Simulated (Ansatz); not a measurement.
**CH4BrFGe: structure from calculated spectroscopic constants**

These gas-phase data were calculated for one isomer of CH4BrFGe at PBE0-D3(BJ)/def2-SVP (harmonic, unscaled wavenumbers; equilibrium rotational constants with average atomic masses):

| Item | Value |
| --- | --- |
| rotational constants | 5.127, 1.575, 1.34 GHz |
| all wavenumbers above 1500 cm⁻¹ | 3199, 3192, 3074, 2193 |
| dipole moment | 2.89 D (PBE0/def2-TZVPD) |

Candidates:

(1) `F[CH2][GeH2][Br]`, a singlet
(2) `[CH3][Ge@H]([F])[Br]`, a singlet

Q: Which candidate do the data belong to?

A: Candidate (2). 1 mode lies between 1900 and 2250 cm⁻¹, one for each Ge–H bond, while (1) has 2.

The same quantities for all candidates:

```tsv
	rotational constants (GHz)	wavenumbers above 1500 cm⁻¹	dipole (D)	E above the lowest, PBE0-D3(BJ)/def2-SVP (kcal/mol)
(1)	8.216, 1.12, 1.005	3144, 3071, 2188, 2178	0.51	40.2
(2)	5.127, 1.575, 1.34	3199, 3192, 3074, 2193	2.89	0.0
```

Harmonic stretches to hydrogen usually lie a few per cent above observed fundamentals. Each candidate is one conformer. Programs: Ansatz 0.2.0.
